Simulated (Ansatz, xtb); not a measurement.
# A geometry optimisation of GaHNOSi with r2SCAN-D4/def2-SVP

The starting geometry of this gas-phase doublet was built from a drawn formula by distance geometry; its bonds are those of `[OH][Ga]1[N]=[Si]1`.

```xyz
5

Ga   -0.8600    0.0873    0.0615
N     0.0018    1.7858   -0.3915
O    -1.7914   -1.2701   -1.0919
Si   -1.3575    2.2902   -1.0657
H    -1.1028   -1.4004   -1.7016
```

Question: Where would you expect an optimisation with r2SCAN-D4/def2-SVP to take it?

Answer: A bond breaks, giving a structure given below by its coordinates. Distances that change by over a tenth: Ga1–O3 (2.01 → 1.80 Å). Contacts that open: Ga1–Si4 (2.52 → 3.42 Å).

The energy falls by 1.39 eV over 11 steps:

| step | E − E(last) (eV) |
| --- | --- |
| 1 | 1.394 |
| 2 | 0.749 |
| 3 | 0.401 |
| 4 | 0.310 |
| 5 | 0.226 |
| 7 | 0.006 |
| 8 | 0.002 |
| 9 | 0.000 |
| 10 | 0.000 |
| 11 | 0.000 |

Final geometry (Å):

```xyz
5

Ga   -0.7827   -0.1418    0.1606
N    -0.8373    1.5164   -0.6476
O    -1.2193   -1.5847   -0.8231
Si   -0.8207    3.0197   -1.1530
H    -1.4498   -1.3168   -1.7260
```

From the same start GFN2-xTB reaches the same bonding as this run.

No frequencies were run, so the end isn't proven a minimum. Open shells are spin-unrestricted. Run with Ansatz 0.2.0, 52 s on 1 thread of Intel(R) Xeon(R) 6975P-C (Granite Rapids), with other jobs on the host.
